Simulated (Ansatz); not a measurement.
`C=C([SeH])CO`, charge 0, multiplicity 1.

Task: Give a relaxed structure at PBE0-D4/def2-TZVP (Ansatz 0.2.0). (An estimate is asked.)

Result: Computed: 
Cartesian coordinates in Å:
```
C 0.314 0.238 -1.592
C 0.377 0.393 -0.278
Se 1.501 1.738 0.481
C -0.302 -0.498 0.710
O -1.112 -1.434 0.042
H 0.815 0.917 -2.271
H -0.250 -0.588 -2.009
H 0.542 2.149 1.518
H 0.469 -0.990 1.319
H -0.898 0.127 1.394
H -1.456 -2.053 0.689
```
This is one stationary point; other conformers may exist.
